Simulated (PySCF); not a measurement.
These compounds are isomers of formula C5H9NSi2.

A. `[SiH3]CC1=C(C#N)[SiH2]C1`
B. `[SiH3][SiH2]c1ccncc1`
C. SMILES C(#CC)[Si@](C)([SiH3])C#N

Spectrum 1. ¹³C{¹H} NMR (computed): δ 190.6 (C), 120.5 (C), 110.8 (C), 24.7 (CH2), 22.5 (CH2).

Spectrum 2. ¹³C{¹H} NMR (computed): δ 125.6 (C), 117.9 (C), 80.7 (C), 6.1 (CH3), 1.6 (CH3).

Spectrum 3. ¹³C{¹H} NMR (computed): δ 155.1 (CH), 147.2 (C), 135.1 (CH).

PySCF 2.14 calculation with GIAO PBE0/pcSseg-1 shieldings and GFN2-xTB geometry; isolated molecule, fast rotation and ring inversion assumed for equivalent nuclei, non-relativistic, a single conformation.

Referencing at the same level of theory: TMS for ¹³C (σ = 186.93 ppm). Shifts are as computed. Against solution values, carbons near 30 ppm lie about +3 ppm off and those near 130 ppm about +5 ppm. Of 1309 compounds with measured shifts, 239 miss one by over three times the rms of a fit or turn the order of signals round; such compounds aren't used in these exercises.

Q: Match each spectrum to its structure.

A: 1–A, 2–C, 3–B.

- Spectrum 1 (A): 5 ¹³C signals; δC 120.5 is a nitrile carbon; δC 110.8 is a fully substituted alkene carbon.
- Spectrum 2 (C): 5 ¹³C signals; δC 125.6 is a nitrile carbon; δC 80.7 is an alkyne carbon.
- Spectrum 3 (B): 3 ¹³C signals; δC 155.1 is an aromatic CH next to a ring nitrogen; δC 135.1 is an aromatic CH.
